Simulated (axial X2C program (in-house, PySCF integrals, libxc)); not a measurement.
MgCo: from the spin-free to the two-component result

Calculated with an in-house all-electron X2C program for linear molecules (integrals from PySCF). Spin-free means the one-electron spin-free X2C Hamiltonian; two-component (2c) means X2C with spin–orbit coupling and atomic mean-field two-electron Coulomb and Gaunt terms, so the difference of the two also holds small scalar two-electron terms. Basis: Co dyall-cv3z [9s10p6d3f2g], Mg dyall-cv3z [9s8p6d3f] (cores contracted in-house); Gaussian nuclei, density fitting, unrestricted open shells. Masses: Co 58.933 u, Mg 23.985 u.

Spin-free state: M_S = 3/2, Λ = 3 (beyond evenly filled blocks: σα, π+α, π+β, π-α, δ+α, δ+β, δ-α); fragments Co + Mg.

```tsv
level	Re (Å)	ωe (cm⁻¹)	De (eV)	μ (D)
PBE0	2.566	227.9	0.308	0.54
HF	2.868	128.4	-1.901	0.14
MP2	2.512	251.8	0.387	n/a
PBE50	2.606	209.9	n/a	0.16
```

Correlated methods: 11 electrons correlated (number of frozen shells: Co 3 s, 2 p; Mg 2 s, 1 p), 295 virtual spin orbitals or spinors in MP2.

Dipoles are positive if Mg is the positive end.

Two-component determinant lowest at the distance of the search:

Ω = 7/2 (⟨Sz⟩ = 1.50, ⟨Lz⟩ = 2.00 at HF); fragments Co + Mg.

| level | Re (Å) | ωe (cm⁻¹) | μ (D) |
| --- | --- | --- | --- |
| PBE0 | 2.559 | 225.2 | 0.42 |
| HF | 2.914 | 121.8 | 0.29 |
| MP2 | 2.513 | 239.0 | n/a |
| PBE50 | 2.615 | 204.0 | 0.14 |

From the two tables, how do the constants change at the MP2 level (2c against spin-free)?

At the MP2 level Re rises by 0.001 Å and ωe drops by 12.8 cm⁻¹. The two determinants differ in configuration, so these shifts compare two states and are not the spin–orbit effect on one state.

One determinant describes the state; a PBE0 search over occupations chose it and may have missed a lower one. Dissociation energies refer to the lowest single-determinant-based atoms at the same level and basis. De is not given where an atomic determinant may have missed its ground term or J level, or where the truncated virtual space spoils (T). Density functionals use the spin component along the axis (collinear). PBE0 can misorder states that lie within some tenths of an eV, so this need not be the ground state of the molecule. The nearest other spin-free determinant of the search, M_S = 3/2, Λ = 0, lies 0.08 eV up at the distance of the search. The functionals have no current-density term, which raises determinants with orbital currents, atoms included. The atomic limit has a lower orbital projection than the molecule and lies lower at mean-field level, so De may be about a tenth of an eV too small. With several unpaired electrons one determinant need not be a pure state. The determinant is spin-polarised beyond a pure state at some levels (its spin-free form has ⟨S²⟩ too high), which makes Re and μ there less reliable.
